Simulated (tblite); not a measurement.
C7H11BSi.
Numbering: `[CH:1]#[C:2][C@@H:3]([CH3:4])[SiH2:5][BH:6][C:7]#[C:8][CH3:9]` (hydrogens: H10 on C1; H11 on C3; H12, H13, H14 on C4; H15, H16 on Si5; H17 on B6; H18, H19, H20 on C9)

Structure used (GFN2-xTB), in Å, numbered top down from 1:
```
atom  x, y, z in Å
C1    -0.8798    1.9018   -0.7146
C2    -1.2517    1.2309    0.2056
C3    -1.6836    0.3908    1.2939
C4    -2.4337   -0.8288    0.7557
Si5   -0.1591   -0.1303    2.3704
B6     1.0586   -1.2667    1.3312
C7     1.6850   -0.7228    0.0978
C8     2.1606   -0.2598   -0.9165
C9     2.7279    0.2910   -2.1223
H10   -0.5722    2.5067   -1.5142
H11   -2.3670    0.9764    1.9182
H12   -3.3168   -0.5245    0.1933
H13   -1.7941   -1.4084    0.0911
H14   -2.7524   -1.4695    1.5762
H15   -0.7771   -0.7499    3.5648
H16    0.4068    1.1434    2.8577
H17    1.3001   -2.3777    1.6297
H18    2.8328   -0.4825   -2.8836
H19    2.0956    1.0915   -2.5059
H20    3.7149    0.6991   -1.9026
```

Computed values, GFN2-xTB/tblite, gas phase, harmonic and unscaled. Against measured fundamentals such values can be off by several per cent, at times by over 20. Modes of hydrogen on boron and silicon can be 10 to 20 % off. One conformer, not necessarily the lowest. The optimisation stopped once no atom felt more than 0.01 eV/Å.

Lowest wavenumbers of the output (negative numbers stand for imaginary wavenumbers):
```
mode    cm-1
  1     -52.7
  2     -12.7
  3      42.6
  4      68.7
  5      94.0
  6     140.8
  7     170.0
  8     193.1
  9     222.3
 10     240.4
 11     264.6
 12     344.2
 13     361.8
 14     379.7
 15     440.5
```

Problem. Is this structure a minimum?

Solution. Not by this Hessian. 1 mode is imaginary beyond 20i (53i cm⁻¹), and 1 more slightly so (12.7i). The curvature is small, so loose convergence or finite differences may be the whole cause.

Problem. Which atoms move in the imaginary modes?

Solution. 53i: H20 (methyl hydrogen) 34 %, H19 (methyl hydrogen) 34 %, H18 (methyl hydrogen) 30 %; 13i: C4 (methyl carbon) 22 %, C9 (propargylic carbon) 19 %, B6 (three-coordinate boron) 11 %, C1 (terminal alkyne carbon) 10 %. These are shares of the mass-weighted motion.

Problem. What is the remedy?

Solution. Step along such a mode in both directions, optimise again with tighter thresholds and repeat the frequencies. The zero-point energy of this point (92.7 kcal/mol) counts the 52 real modes alone, and thermal corrections from it aren't those of a minimum.

Hardware: one thread, Arm Neoverse V1 (aarch64), no GPU, shared host with 32 logical CPUs at a one-minute load of 19. Cost: 0.93 s wall. The figure is for the frequency step alone.
